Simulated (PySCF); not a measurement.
1-fluoro-3-methylidenecyclobutane (C5H7F), SMILES C=C1CC(F)C1. The structure is a stationary point at PBE-D3(BJ)/def2-SVP.

Computed equilibrium geometry at PBE-D3(BJ)/def2-SVP (PySCF confirms it by a frequency run) as bond lengths and angles, and its point group:
point group Cs.
Atoms: C1 C2 C3 C4 F5 C6 H7 H8 H9 H10 H11 H12 H13. Bond lengths (Å): C1–C2 1.340, C1–H7 1.101, C1–H8 1.101, C2–C3 1.521, C2–C6 1.521, C3–C4 1.548, C3–H9 1.108, C3–H10 1.112, C4–F5 1.380, C4–C6 1.548, C4–H11 1.112, C6–H12 1.112, C6–H13 1.108. Bond angles (°): C2–C1–H7 121.2, C2–C1–H8 121.2, H7–C1–H8 117.6, C1–C2–C3 133.9, C1–C2–C6 133.9, C3–C2–C6 91.6, C2–C3–C4 86.7, C2–C3–H9 119.2, C2–C3–H10 111.7, C4–C3–H9 119.2, C4–C3–H10 109.0, H9–C3–H10 109.2, C3–C4–F5 116.6, C3–C4–C6 89.5, C3–C4–H11 112.4, F5–C4–C6 116.6, F5–C4–H11 108.5, C6–C4–H11 112.4, C2–C6–C4 86.7, C2–C6–H12 111.7, C2–C6–H13 119.2, C4–C6–H12 109.0, C4–C6–H13 119.2, H12–C6–H13 109.2.
Charge 0, spin multiplicity 1.
